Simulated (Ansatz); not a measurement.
A calculation with Ansatz (development build ahead of 0.2.0).

```yaml
crystal:
  periodic: [false, false, false]
  atoms:
    - { symbol: H, position_ang: [1.19997, 0.0001, 9.0e-05] }
    - { symbol: H, position_ang: [0.74808, 0.9383, 0.00029] }
    - { symbol: H, position_ang: [-0.2671, 1.16989, -0.00025] }
    - { symbol: H, position_ang: [-1.08125, 0.52073, 7.0e-05] }
    - { symbol: H, position_ang: [-1.08121, -0.52048, -1.0e-05] }
    - { symbol: H, position_ang: [-0.26686, -1.16965, -7.0e-05] }
    - { symbol: H, position_ang: [0.74832, -0.93826, 0.00016] }
basis:
  gaussian: { orbitals: def2-SVP }
magnetization:
  spin_polarized: true
  initial_magnetization: 1
hamiltonian:
  xc: hf
output:
  forces: true
```

The input is written out in the form of the current development build from the run's settings.

The run gave:

```
Converged                       : yes
Total energy                    : -3.68627 hartree
Spin squared of the determinant : 0.789
Stability test                  : minimum
```

Forces (eV/Å):
| atom | Fx | Fy | Fz |
| --- | --- | --- | --- |
| H1 | 1.023 | 2.369 | 0.001 |
| H2 | -0.254 | -1.466 | -0.001 |
| H3 | 0.750 | 1.399 | 0.000 |
| H4 | -0.204 | -2.893 | 0.000 |
| H5 | -2.116 | 3.265 | 0.001 |
| H6 | 4.158 | -0.937 | 0.001 |
| H7 | -3.357 | -1.738 | -0.001 |

Caution: the determinant breaks the point group.
